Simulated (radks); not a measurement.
Spherical quantum dot in the effective-mass picture: electrons in a parabolic well V = omega^2 r^2 / 2 with omega = 2.09, with a point charge +1 (a donor) at the centre, all in effective atomic units (hartree* = m*/eps^2 hartree, bohr* = eps/m* bohr), one dielectric constant everywhere. Method: non-relativistic Kohn-Sham, r2SCAN, spin-polarised, spherical densities, generalised Kohn-Sham scheme; computed with a radial shooting solver with Libxc functionals. Levels are named by radial order and angular momentum (1s, 1p, 1d, 2s, ...), and open shells are averaged over m. Results are scaled to m* = 0.55 and eps = 15.9, for which hartree* = 59.2 meV and bohr* = 1.53 nm. At N = 27 the configuration is 1s2 1p6 1d10 2s2 1f(up 7, down 0). Does electron 28 go into 1f down or 2p down or 2p up?

Answer. Into 1f down. The total energies of the other choices lie higher by 1.83 meV (2p up), 8.63 meV (2p down).
